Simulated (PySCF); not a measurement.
Compound: Al2BrF2H3.
Bonds: Br1–Al2, Al2–F3, F3–Al4, Al4–F5, Al2–F5. Hydrogens: H6 on Al2; H7, H8 on Al4.

Computed, not measured: PBE0-D3(BJ)/def2-SVP geometry optimisation, gas phase in PySCF.

Question: How far are the bound atoms from Al2?

Answer: 4 atoms: H6 1.564 Å, F3 1.828 Å, F5 1.829 Å, Br1 2.245 Å. The nearest atom not counted as bound is Al4, at 2.83 Å.

Question: List the angles at Al2.

Answer: 
```
     angle  degrees  distance of the outer atoms (Å)
Br1–Al2–H6    125.3                             3.40
 F5–Al2–H6    112.5                             2.83
 F3–Al2–H6    112.3                             2.82
Br1–Al2–F5    108.8                             3.32
Br1–Al2–F3    108.6                             3.32
 F3–Al2–F5     80.3                             2.36
```

Question: Describe the arrangement about Al2 in numbers.

Answer: Angles from 80.3° to 125.3°; τ4 = (360° − α − β)/141° = 0.87 with α and β the two widest (0 for a square, 1 for a tetrahedron). Differences among atoms that Cs makes equivalent are scatter left by the optimiser.

Question: How far are the bound atoms from Al4?

Answer: 4 atoms: H7 1.573 Å, H8 1.574 Å, F5 1.855 Å, F3 1.856 Å. The nearest atom not counted as bound is Al2, at 2.83 Å.

Question: List the angles at Al4.

Answer: 
```csv
angle,degrees,distance of the outer atoms (Å)
H7–Al4–H8,129.6,2.85
F3–Al4–H7,109.6,2.81
F5–Al4–H7,109.5,2.81
F5–Al4–H8,108.8,2.79
F3–Al4–H8,108.8,2.79
F3–Al4–F5,78.9,2.36
```

Question: Describe the arrangement about Al4 in numbers.

Answer: Angles from 78.9° to 129.6°; τ4 = (360° − α − β)/141° = 0.86 with α and β the two widest (0 for a square, 1 for a tetrahedron).

Question: Give some angles away from the centre.

Answer: Al2–F3–Al4 100.4°.

Point group: Cs (every atom within 0.08 Å of its image). Charge 0, singlet. Stationary, but not proved a minimum.

Time: 61 s wall; peak memory 0.47 GiB. Hardware: Arm Neoverse V1, one thread, on a shared host. These figures are those of the optimisation.
